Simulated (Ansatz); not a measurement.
CH3ClOSn (`C[O][Sn][Cl]`), relaxed with RKS PBE0-D4/def2-TZVP in Ansatz from a PBE-D4/def2-SVP geometry. The force threshold is 0.005 eV/Å; the program also tests the step.

Total charge 0; spin multiplicity 1. Sn: def2 effective core potential.

Start:

```xyz
7

C     0.308    0.216   -0.813
O    -0.760    0.781   -0.085
Sn   -1.458    0.302    1.746
Cl    0.092   -1.502    2.253
H     1.052    1.004   -1.069
H     0.834   -0.595   -0.259
H    -0.068   -0.206   -1.773
```

```json
{"step": "1", "energy (eV)": "-21483.4111", "largest force (eV/Å)": "0.899", "largest move (Å)": "0.000"}
{"step": "2", "energy (eV)": "-21483.4673", "largest force (eV/Å)": "0.209", "largest move (Å)": "0.050"}
{"step": "3", "energy (eV)": "-21483.4727", "largest force (eV/Å)": "0.068", "largest move (Å)": "0.016"}
{"step": "4", "energy (eV)": "-21483.4734", "largest force (eV/Å)": "0.022", "largest move (Å)": "0.017"}
{"step": "5", "energy (eV)": "-21483.4734", "largest force (eV/Å)": "0.016", "largest move (Å)": "0.006"}
{"step": "6", "energy (eV)": "-21483.4734", "largest force (eV/Å)": "0.022", "largest move (Å)": "0.004"}
{"step": "7", "energy (eV)": "-21483.4735", "largest force (eV/Å)": "0.001", "largest move (Å)": "0.002"}
```

End:

```xyz
7

C     0.312    0.209   -0.814
O    -0.746    0.745   -0.061
Sn   -1.437    0.298    1.715
Cl    0.076   -1.468    2.255
H     1.034    0.999   -1.045
H     0.835   -0.598   -0.290
H    -0.074   -0.184   -1.761
```

Hardware: 4 threads of an Intel Xeon Platinum 8259CL on a shared host. Wall time 21 s, peak host memory 0.46 GiB.
